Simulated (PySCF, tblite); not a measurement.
Parent: `[CH2:1]=[CH:2][C:3](=[O:4])[SiH2:5][F:6]` with C1–C2–C3–O4 -175°, C2–C3–Si5–F6 48°, C3H5FOSi.

Computed geometry: GFN2-xTB, gas phase. One conformer each, not checked by frequencies here.

```csv
coordinate of the parent,value
C1=C2,1.327 Å
C2–C3,1.473 Å
C3=O4,1.218 Å
C3–Si5,1.928 Å
Si5–F6,1.616 Å
C1–C2–C3,123.8°
C2–C3–O4,120.4°
C2–C3–Si5,121.6°
O4–C3–Si5,118.0°
C3–Si5–F6,108.3°
```

Problem. In one relative the bonds that all share with the parent change as follows (parent's numbers): C1–C2 +0.001, C2–C3 -0.001, C3–O4 0.000, C3–Si5 -0.004, Si5–F6 -0.014 Å. Which is it?
A. `[CH2:1]=[CH:2][C:3](=[O:4])[Si@@H:5]([F:6])[C:7]([CH3:8])([CH3:9])[CH3:10]` with C1–C2–C3–O4 -172°, C2–C3–Si5–F6 47°
B. `[CH2:1]=[CH:2][C:3](=[O:4])[SiH:5]([F:6])[F:7]` with C1–C2–C3–O4 -176°, C2–C3–Si5–F6 -58°

Solution. B. The changes in all of them (Å):

```csv
SMILES,C1–C2,C2–C3,C3–O4,C3–Si5,Si5–F6
C=CC(=O)[Si@@H](F)C(C)(C)C,-0.001,-0.001,0.000,+0.003,+0.011
C=CC(=O)[SiH](F)F,+0.001,-0.001,0.000,-0.004,-0.014
```

Atoms are paired thus: C=CC(=O)[Si@@H](F)C(C)(C)C: C1 = C1, C2 = C2, C3 = C3, O4 = O4, Si5 = Si5, F6 = F6; C=CC(=O)[SiH](F)F: C1 = C1, C2 = C2, C3 = C3, O4 = O4, Si5 = Si5, F6 = F7.
